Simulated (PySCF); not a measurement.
# 5-chloro-1-methylimidazole: 4 charge schemes on one density

Species: 5-chloro-1-methylimidazole, C4H5ClN2.
Structure used (GFN2-xTB), in Å, numbered top down from 1:
```xyz
12
C4H5ClN2 angstrom
C     -1.6609    0.0713    0.0222
N     -0.2388   -0.1171    0.0310
C      0.4586   -1.2502    0.2842
N      1.7475   -1.0676    0.2088
C      1.9276    0.2384   -0.1069
C      0.7056    0.8424   -0.2208
Cl     0.2545    2.4476   -0.5920
H     -1.9908    0.4145   -0.9603
H     -2.1455   -0.8742    0.2564
H     -1.9474    0.8191    0.7642
H     -0.0133   -2.1832    0.5176
H      2.9041    0.6582   -0.2304
```

Density: PBE0/pcSseg-1 (PySCF); schemes: Mulliken, IAO, Hirshfeld and ESP-fitted. Geometry: GFN2-xTB; no solvent, vibrations or thermal averaging.

At which atom do the 4 schemes differ most?

At N2: from -0.617 (Mulliken) to +0.342 e (ESP-fitted), 0.959 e apart.

For which atoms does the sign change between the 4 schemes (beyond +0.03 e in one, beyond −0.03 e in another)?

N2, C5 and C6.

What partial charge does each atom carry?

In e:

```csv
atom,environment,Mulliken,IAO,Hirshfeld,ESP-fitted
C1,N-methyl carbon,-0.036,-0.315,-0.054,-0.575
N2,pyrrole-type nitrogen,-0.617,-0.084,-0.011,+0.342
C3,aromatic CH next to a ring nitrogen,+0.316,+0.024,+0.033,+0.088
N4,pyridine-type nitrogen,-0.403,-0.320,-0.209,-0.553
C5,aromatic CH next to a ring nitrogen,+0.068,-0.109,-0.052,+0.206
C6,aromatic C–Cl carbon,+0.151,-0.025,+0.018,-0.311
Cl7,aryl chlorine,-0.084,0.000,-0.012,-0.013
H8,methyl hydrogen,+0.139,+0.165,+0.052,+0.200
H9,methyl hydrogen,+0.129,+0.166,+0.064,+0.179
H10,methyl hydrogen,+0.139,+0.164,+0.052,+0.201
H11,aromatic hydrogen,+0.106,+0.165,+0.063,+0.127
H12,aromatic hydrogen,+0.092,+0.170,+0.057,+0.110
```

Mean size of the charges over all atoms: ESP-fitted 0.242 e, Mulliken 0.190 e, IAO 0.142 e, Hirshfeld 0.056 e. Each set sums to the total charge, 0, to within 0.001 e. The Hirshfeld scheme divides the density at each point in proportion to the densities of the neutral, spherically averaged free atoms. The ESP scheme fits charges at the nuclei, held to the total charge, to the electrostatic potential on points at 1.4 to 2.0 times the van der Waals radii.

How many electrons does the IAO scheme count on Cl7?

Z − q = 17 − (0.000) = 17.000.

How closely do the schemes follow one another over all atoms?

Correlation coefficient and root-mean-square difference: IAO with Hirshfeld 0.89, 0.112 e; IAO with ESP-fitted 0.74, 0.203 e; Hirshfeld with ESP-fitted 0.66, 0.251 e; Mulliken with Hirshfeld 0.61, 0.213 e; Mulliken with IAO 0.55, 0.211 e; Mulliken with ESP-fitted 0.15, 0.357 e.

Sum the charges by element, for elements with more than one atom.

```
element  atoms  Mulliken     IAO  Hirshfeld  ESP-fitted
      C      4    +0.499  -0.426     -0.056      -0.593
      N      2    -1.019  -0.404     -0.220      -0.211
      H      5    +0.605  +0.829     +0.288      +0.817
```
